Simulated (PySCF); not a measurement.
Mapped SMILES: `[CH:1]#[C:2][C@:3]([CH3:4])([CH:5]=[CH2:6])[SiH2:7][CH3:8]`. Each H is labelled by its parent atom. Ha(C6) is cis to C3; Ha(Si7) is pro-R; Hb(Si7) is pro-S; Hb(C6) is trans to C3.

- GIAO PBE0/pcSseg-1 shieldings
- coordinates at the GFN2-xTB level
- code: PySCF 2.14
- single conformer, no solvent, one averaged value for each set of equivalent atoms, non-relativistic Hamiltonian

Predict the 2D correlation tables (HSQC, COSY, HMBC).

## Answers



HSQC (one-bond C–H):
```tsv
δH	δC
5.96 (H(C5))	147.8 (C5)
5.95 (Ha(C6))	121.3 (C6)
5.50 (Hb(C6))	121.3 (C6)
1.94 (H(C1))	80.6 (C1)
1.39 (H(C4))	25.8 (C4)
0.34 (H(C8))	-8.0 (C8)
```

COSY cross peaks (H two or three bonds apart, from the bond graph; peaks can be absent where the dihedral angle is near 90°):
```tsv
δH	δH
5.96 (H(C5))	5.95 (Ha(C6))
5.96 (H(C5))	5.50 (Hb(C6))
5.95 (Ha(C6))	5.50 (Hb(C6))
4.13 (Hb(Si7))	3.97 (Ha(Si7))
4.13 (Hb(Si7))	0.34 (H(C8))
3.97 (Ha(Si7))	0.34 (H(C8))
```

HMBC (two and three bonds, from the bond graph):
```tsv
δH	δC
5.96 (H(C5))	121.3 (C6), 92.4 (C2), 28.3 (C3), 25.8 (C4)
5.95 (Ha(C6))	147.8 (C5), 28.3 (C3)
5.50 (Hb(C6))	147.8 (C5), 28.3 (C3)
4.13 (Hb(Si7))	147.8 (C5), 92.4 (C2), 28.3 (C3), 25.8 (C4), -8.0 (C8)
3.97 (Ha(Si7))	147.8 (C5), 92.4 (C2), 28.3 (C3), 25.8 (C4), -8.0 (C8)
1.94 (H(C1))	92.4 (C2), 28.3 (C3)
1.39 (H(C4))	147.8 (C5), 92.4 (C2), 28.3 (C3)
0.34 (H(C8))	28.3 (C3)
```

References, each an isolated molecule treated in the same way: ¹H and ¹³C vs TMS.

Short H···H contacts in this conformer between protons four or more bonds apart (candidates for NOE cross peaks, intensity ∝ r⁻⁶): H(C4)···H(C5) 2.48 Å, H(C4)···H(C8) 2.67 Å.

Shifts are as computed. Against solution values, carbons near 30 ppm lie about +3 ppm off and those near 130 ppm about +5 ppm. Of 1211 compounds with measured shifts, 218 miss one by over three times the rms of a fit or turn the order of signals round; such compounds aren't used in these exercises.
